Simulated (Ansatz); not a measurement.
Harmonic frequencies (cm⁻¹) at PBE0-D4/def2-TZVP from Ansatz: 167, 205, 321, 373, 448, 572, 666, 822, 848, 1112, 1261, 1570, 1666, 3584, 3708.

Each molecule was computed in one conformer, which needn't be the lowest.

Task: Which molecule is it?
A. `FC1=NCS1`
B. `NB1N=C=N1`
C. `FC1(S)C=N1`
D. `NC1=C(F)S1`

Result: D.
